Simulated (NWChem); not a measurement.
CH₆BN; SMILES CBN

```xyz
9

B     -0.5147     0.0901     0.0000
H     -1.7264     0.1864     0.0000
C      0.1785    -1.3231     0.0000
H     -0.1479    -1.9056    -0.8785
H     -0.1479    -1.9056     0.8785
H      1.2800    -1.2923     0.0000
N      0.2117     1.2797     0.0000
H     -0.2232     2.1925     0.0000
H      1.2238     1.3118     0.0000
```
Atoms are numbered in this order, from 1.

Results from NWChem. Pople sets run with spherical d functions. The geometry was optimised at PBE0/def2-SVP. GIAO values for the isolated, static molecule; σ is the absolute isotropic shielding, δ = σ(reference) − σ with the isolated reference molecule computed at the same levels (11B: boron trifluoride, 13C: tetramethylsilane, 1H: tetramethylsilane, 15N: ammonia).

| level | δ B1 (ppm) | δ H2 (ppm) | δ C3 (ppm) | δ H4 (rotor mean) (ppm) | δ N7 (ppm) | δ H8 (ppm) | δ H9 (ppm) | relative time |
|---|---|---|---|---|---|---|---|---|
| B3LYP/6-311G** | 32.1 | 5.06 | 6.3 | 0.34 | 115.6 | 3.79 | 3.68 | 1 |
| B3LYP/IGLO-III | 34.7 | 5.07 | 6.0 | 0.35 | 109.1 | 3.77 | 3.64 | 6 |
| BHandHLYP/pcSseg-1 | 32.0 | 4.79 | 6.4 | 0.36 | 109.2 | 3.82 | 3.69 | 1 |

The last column is a rough cost ratio, cheapest run = 1.
